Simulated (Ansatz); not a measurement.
The pair A = HCl (SMILES Cl) (first 2 atoms), B = H2 (SMILES [H][H]); geometry from B3LYP-D3(BJ)/def2-TZVP.
(charge 0, multiplicity 1):
```xyz
4

Cl    -0.1180    -0.5884    -0.7213
H     -0.0738    -0.4022     0.5470
H     -0.3529     0.0270     2.8010
H      0.3656    -0.1700     2.8040
```

Frozen-core correlation.

Run with Ansatz (Gaussian basis) for Hartree–Fock, density functionals and correlated methods. 

The counterpoise-corrected interaction energy is E(AB) − E(A in the pair's basis) − E(B in the pair's basis). Total energies (hartree):

```csv
level,AB,A in the pair's basis,B in the pair's basis
HF/aug-cc-pV(T+d)Z,-461.2413715,-460.1085371,-1.1329895
CCSD(T)/aug-cc-pV(T+d)Z,-461.5194019,-460.3458815,-1.1726641
HF/aug-cc-pV(Q+d)Z,-461.2451526,-460.1118797,-1.1334233
CCSD(T)/aug-cc-pV(Q+d)Z,-461.5406787,-460.3658878,-1.1738707
```

Problem. Work out the counterpoise-corrected interaction energy at the basis-set limit: extrapolate the CCSD(T) correlation part as X⁻³, take Hartree–Fock from the larger set.

Solution. 
1. Differences (1 hartree = 627.509 kcal/mol): HF/aug-cc-pV(T+d)Z 0.097; CCSD(T)/aug-cc-pV(T+d)Z -0.537; HF/aug-cc-pV(Q+d)Z 0.094; CCSD(T)/aug-cc-pV(Q+d)Z -0.577.
2. Correlation parts, CCSD(T) less HF: -0.635 in aug-cc-pV(T+d)Z (X = 3), -0.672 in aug-cc-pV(Q+d)Z (X = 4).
3. Limit (4³·(-0.672) − 3³·(-0.635))/(4³ − 3³) = -0.699; with HF/aug-cc-pV(Q+d)Z it gives -0.605.
Result: -0.60 kcal/mol, against -0.54 at CCSD(T)/aug-cc-pV(T+d)Z. It is an estimate of this method's limit, not of the exact value.

Ansatz is a first-principles code.
